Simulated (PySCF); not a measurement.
Gas-phase reaction: 3 GaF + H2 → GaF3 + 2 GaH

Method: PySCF energies plus ideal-gas RRHO corrections (1 bar). † marks an energy on the PBE0/def2-TZVP geometry and frequencies; other levels use their own. MP2 freezes the core. 6-31G* has spherical d functions here. All species are closed-shell singlets. B3LYP is the form with VWN-RPA correlation. Ga: all electrons, no relativistic terms. GaH: computed as isolated molecules; such fragments, hydroxides, amides, oligomers or adducts are transient or little studied in the gas. MP2 isn't extrapolated to the basis-set limit.

| level | ΔH°(298 K), kJ |
|---|---|
| B3LYP/6-31G* | 266 |
| BLYP/def2-TZVP† | [?] |
| M06-2X/def2-TZVP† | [?] |
| MP2/def2-SVP† | [?] |
| MP2/def2-TZVPP† | 214 |
| LDA/def2-TZVP† | 242 |
| ωB97X-V/def2-TZVP† | 226 |

Q: Some entries are withheld; supply them.

A: 
- BLYP/def2-TZVP†, ΔH°(298 K), kJ: 292
- M06-2X/def2-TZVP†, ΔH°(298 K), kJ: 226
- MP2/def2-SVP†, ΔH°(298 K), kJ: 193
